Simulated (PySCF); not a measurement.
Kr(3+) (krypton, charge +3) across methods

[Ar] 3d10 4s2 4p3, high-spin 4S determinant. All numbers are calculated (PySCF 2.14, scalar relativity by spin-free X2C-1e, in aug-cc-pVDZ-DK (6s5p3d, 36 functions)).

```json
{"method": "LDA", "E (hartree)": "-2783.272", "mean ε 4s α (eV)": "-60.576", "mean ε 4s β (eV)": "-57.416", "mean ε 4p α (eV)": "-44.737", "Σ⟨r²⟩ (bohr²)": "20.98", "⟨S²⟩": "3.750"}
{"method": "PBE0", "E (hartree)": "-2786.888", "mean ε 4s α (eV)": "-63.528", "mean ε 4s β (eV)": "-58.264", "mean ε 4p α (eV)": "-46.551", "Σ⟨r²⟩ (bohr²)": "20.99", "⟨S²⟩": "3.750"}
{"method": "B3LYP", "E (hartree)": "-2787.212", "mean ε 4s α (eV)": "-62.815", "mean ε 4s β (eV)": "-58.396", "mean ε 4p α (eV)": "-46.033", "Σ⟨r²⟩ (bohr²)": "21.00", "⟨S²⟩": "3.750"}
{"method": "r2SCANh", "E (hartree)": "-2787.154", "mean ε 4s α (eV)": "-62.882", "mean ε 4s β (eV)": "-57.448", "mean ε 4p α (eV)": "-46.034", "Σ⟨r²⟩ (bohr²)": "20.95", "⟨S²⟩": "3.750"}
{"method": "MN15", "E (hartree)": "-2788.995", "mean ε 4s α (eV)": "-63.730", "mean ε 4s β (eV)": "-58.631", "mean ε 4p α (eV)": "-47.374", "Σ⟨r²⟩ (bohr²)": "20.99", "⟨S²⟩": "3.750"}
{"method": "LC-wPBE", "E (hartree)": "-2786.861", "mean ε 4s α (eV)": "-66.674", "mean ε 4s β (eV)": "-61.649", "mean ε 4p α (eV)": "-49.547", "Σ⟨r²⟩ (bohr²)": "20.97", "⟨S²⟩": "3.750"}
{"method": "PBE", "E (hartree)": "-2786.824", "mean ε 4s α (eV)": "-60.527", "mean ε 4s β (eV)": "-56.885", "mean ε 4p α (eV)": "-44.716", "Σ⟨r²⟩ (bohr²)": "21.00", "⟨S²⟩": "3.750"}
{"method": "UHF", "E (hartree)": "-2785.45698", "mean ε 4s α (eV)": "-71.515", "mean ε 4s β (eV)": "-60.807", "mean ε 4p α (eV)": "-51.131", "Σ⟨r²⟩ (bohr²)": "21.12", "⟨S²⟩": "3.751"}
```

Q: Estimate the same row for r2SCAN.

A: E (hartree) = -2787.160; mean ε 4s α (eV) = -61.842; mean ε 4s β (eV) = -56.903; mean ε 4p α (eV) = -45.383; Σ⟨r²⟩ (bohr²) = 20.94; ⟨S²⟩ = 3.750.
